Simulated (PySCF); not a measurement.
An unknown gives this computed stick spectrum. The calculation used TDDFT CAM-B3LYP/def2-SVPD, vertical, gas phase, core orbitals frozen in the response (PySCF). Geometries: GFN2-xTB, one conformer each.

| state | E (eV) | f |
| --- | --- | --- |
| S1 | 3.50 | 0.0002 |
| S2 | 5.55 | 0.158 |
| S3 | 6.47 | 0.125 |
| S4 | 6.61 | 0.0048 |
| S5 | 6.80 | 0.024 |
| S6 | 6.83 | 0.025 |
| S7 | 7.05 | 0.071 |
| S8 | 7.24 | 0.028 |

Triplets computed (Tamm–Dancoff): 3.15, 3.49, 4.48 eV.

Orbital energies (eV): HOMO-3 -11.40, HOMO-2 -9.57, HOMO-1 -9.11, HOMO -8.25, LUMO -0.53, LUMO+1 0.83, LUMO+2 1.21.

**Question.** Which structure fits?
A. `C#C/C=C(\F)C(=O)O`
B. `Cc1coc(C(=O)F)c1`
C. `C=CCOC(=S)CF`

**Answer.** C. Its S1, at 3.50 eV, is the lowest among the candidates; the nearest of the others has S1 at 4.87 eV. S1 is HOMO→LUMO (98%). S1 has the pattern of n→π* at C=S. At the same level the other candidates give, for their lowest levels:
- `C#C/C=C(\F)C(=O)O`: 4.87 eV (f 0.000); 5.01 eV (f 0.486); 5.05 eV (f 0.000); 6.37 eV (f 0.000); 6.92 eV (f 0.095); T1 2.91 eV; HOMO -8.93, LUMO -1.39 eV
- `Cc1coc(C(=O)F)c1`: 5.11 eV (f 0.335); 5.50 eV (f 0.000); 6.16 eV (f 0.078); 6.88 eV (f 0.001); 7.33 eV (f 0.277); T1 3.21 eV; HOMO -8.66, LUMO -0.90 eV

The values belong to the conformer `[CH2:1]=[CH:2][CH2:3][O:4][C:5](=[S:6])[CH2:7][F:8]`: C1–C2–C3–O4 134°, C2–C3–O4–C5 179°, C3–O4–C5–S6 0°, O4–C5–C7–F8 7°.
